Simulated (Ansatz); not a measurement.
```yaml
crystal:
  periodic: [false, false, false]
  atoms:
    - {symbol: C, position_ang: [-1.342988, 1.466364, -3.364760]}
    - {symbol: Ga, position_ang: [0.294273, -0.296059, -0.461795]}
    - {symbol: C, position_ang: [3.828457, 0.673816, 0.422797]}
    - {symbol: C, position_ang: [-0.816326, -3.813622, 0.316868]}
    - {symbol: N, position_ang: [-1.657975, 1.653622, 2.612664]}
    - {symbol: H, position_ang: [-0.598875, 0.747056, -5.154560]}
    - {symbol: H, position_ang: [-0.987899, 3.503411, -3.344074]}
    - {symbol: H, position_ang: [-3.389452, 1.172613, -3.405483]}
    - {symbol: H, position_ang: [4.380758, -0.005839, 2.296091]}
    - {symbol: H, position_ang: [5.159469, -0.148554, -0.928716]}
    - {symbol: H, position_ang: [4.113171, 2.721361, 0.373941]}
    - {symbol: H, position_ang: [-0.178586, -4.441267, 2.181041]}
    - {symbol: H, position_ang: [-0.030314, -5.137855, -1.062654]}
    - {symbol: H, position_ang: [-2.872531, -4.019345, 0.239821]}
    - {symbol: H, position_ang: [-1.065076, 1.004089, 4.314031]}
    - {symbol: H, position_ang: [-3.550230, 1.381455, 2.497217]}
    - {symbol: H, position_ang: [-1.321591, 3.537807, 2.543917]}
basis:
  gaussian: {orbitals: def2-SVP}
hamiltonian: {xc: {name: r2SCANh}, dispersion: d3bjatm}
output: {forces: true}
```

```sh
$ ansatz run in.yaml --threads 4 --pin off --events-out ev --progress --plain --max-ram 11315MiB
```

Shortened log:

```
Functional definition: r2SCANh
1506 factors; integrals over basis functions are off by at most 6.6e-4 eV
mean field evaluation 1: about -57100.6336 eV, gradient 4.9e1 eV
mean field evaluation 2: about -57047.4465 eV, gradient 1.0e2 eV
mean field evaluation 4: about -57088.1294 eV, gradient 7.8e1 eV
mean field evaluation 8: about -57107.2004 eV, gradient 1.3e-1 eV
mean field evaluation 32: about -57106.9363 eV, gradient 4.7e-2 eV
mean field -57107.20046403 eV, -2098.6509084025 hartree, gradient 1.7e-5 eV, S^2 0.000000; 2 other end points of the search recorded, 0 dependent functions left out
reference -57107.20048856 eV, -2098.6509093040 hartree; 34, 34 occupied and 114, 114 virtual orbitals, 1506 factors
Total energy: -57107.30496396 eV, -2098.6547487041 hartree
Atom 0 at    -1.342988     1.466364    -3.364760 Å, force    -1.064434     1.152003    -2.073237 eV/Å
Atom 1 at     0.294273    -0.296059    -0.461795 Å, force     0.045318    -0.045344    -0.071519 eV/Å
Atom 2 at     3.828457     0.673816     0.422797 Å, force     2.473598     0.608198     0.519608 eV/Å
Atom 3 at    -0.816326    -3.813622     0.316868 Å, force    -0.707728    -2.461552     0.444919 eV/Å
Atom 4 at    -1.657975     1.653622     2.612664 Å, force    -1.157450     1.157056     1.823479 eV/Å
Atom 5 at    -0.598875     0.747056    -5.154560 Å, force    -1.131282     1.096995     2.588274 eV/Å
Atom 6 at    -0.987899     3.503411    -3.344074 Å, force    -0.571031    -2.972006    -0.093944 eV/Å
Atom 7 at    -3.389452     1.172613    -3.405483 Å, force     2.989132     0.483100    -0.002951 eV/Å
Atom 8 at     4.380758    -0.005839     2.296091 Å, force    -0.737373     1.035896    -2.747863 eV/Å
Atom 9 at     5.159469    -0.148554    -0.928716 Å, force    -1.898191     1.234070     2.014125 eV/Å
Atom 10 at     4.113171     2.721361     0.373941 Å, force    -0.340608    -3.006978     0.101394 eV/Å
Atom 11 at    -0.178586    -4.441267     2.181041 Å, force    -0.977094     0.849400    -2.737265 eV/Å
Atom 12 at    -0.030314    -5.137855    -1.062654 Å, force    -1.182817     1.888447     2.053642 eV/Å
Atom 13 at    -2.872531    -4.019345     0.239821 Å, force     3.016180     0.223976     0.140805 eV/Å
Atom 14 at    -1.065076     1.004089     4.314031 Å, force    -1.492981     1.611021    -3.148842 eV/Å
Atom 15 at    -3.550230     1.381455     2.497217 Å, force     3.694321     0.823354     0.643446 eV/Å
Atom 16 at    -1.321591     3.537807     2.543917 Å, force    -0.957560    -3.677637     0.545929 eV/Å
Dipole moment:    -0.322437     0.322093     0.508154 e Å
```

Problem. Something in this input is off. What?

Solution. The coordinates are in bohr but typed as ångström. The calculation finished and met its thresholds. The result belongs to that input, not to the molecule as meant.
